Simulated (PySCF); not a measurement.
Species: C3H2BF2N.
Cartesian coordinates in Å at the PBE0-D3(BJ)/def2-SVP level; atoms count from 1:
```
atom  x, y, z in Å
N1     2.6645   -0.4917    0.1916
C2     1.6939    0.1002    0.7635
C3     0.3349    0.1208    0.3060
C4    -0.8183    0.1321   -0.0921
B5    -2.2574    0.1415   -0.5958
F6    -3.1320   -0.7398   -0.1656
F7    -2.6611    1.0295   -1.4755
H8     2.3427   -0.9636   -0.6612
H9     1.8889    0.6536    1.6968
```

Level of theory: PBE0-D3(BJ)/def2-SVP geometry optimisation, gas phase (PySCF).

Masses are those of the commonest isotopes; rigid-rotor values at the optimised geometry. 

**Question.** Give the principal moments of inertia and the rotational constants in cm⁻¹.

**Answer.** Ia = 60.03, Ib = 508.46, Ic = 544.85 u·Å²; 505379 MHz·u·Å²/I gives 8419, 993.9 and 927.6 MHz, that is A = 0.28081, B = 0.03315, C = 0.03094 cm⁻¹.

**Question.** What kind of rotor is it?

**Answer.** A near-prolate asymmetric top. Ray's parameter κ = (2B − A − C)/(A − C) = -0.982; −1 is the prolate and +1 the oblate limit.

**Question.** Is it planar, by Δ = Ic − Ia − Ib?

**Answer.** Not planar: Δ = Ic − Ia − Ib = -23.64 u·Å². For a rigid frame Δ = −2 Σ m c², so Σ m c² = 11.82 u·Å² lies off the ab plane: 4.19 from hydrogen and 7.63 from heavier atoms. The atom farthest from that plane is 1.46 Å away.

**Question.** Predict some low-J microwave lines.

**Answer.** The dipole components are |μa| = 0.15 D, |μb| = 0.01 D, |μc| = 0.16 D. Intensities carry the squares of the components, which stand as 0.79 : 0.00 : 1.00 (a : b : c). Some lines, for components of 0.1 D or more:

| type | branch | J(Ka,Kc) | MHz | lower level (cm⁻¹) |
| --- | --- | --- | --- | --- |
| a | R | 1(0,1) ← 0(0,0) | 1921 | 0.000 |
| a | R | 2(1,2) ← 1(1,1) | 3777 | 0.312 |
| a | R | 2(0,2) ← 1(0,1) | 3843 | 0.064 |
| a | R | 2(1,1) ← 1(1,0) | 3909 | 0.314 |
| c | Q | 2(1,2) ← 2(0,2) | 7359 | 0.192 |
| c | Q | 1(1,1) ← 1(0,1) | 7425 | 0.064 |
| c | R | 1(1,0) ← 0(0,0) | 9412 | 0.000 |
| c | R | 2(1,1) ← 1(0,1) | 11400 | 0.064 |
| c | Q | 2(2,1) ← 2(1,1) | 22274 | 0.444 |
| c | R | 2(2,0) ← 1(1,0) | 26184 | 0.314 |
| c | R | 2(2,1) ← 1(1,1) | 26250 | 0.312 |

No frequency check. No vibrational averaging or centrifugal distortion is included, and the geometry carries the error of its method. Quadrupole hyperfine structure (11B, 14N) is left out.
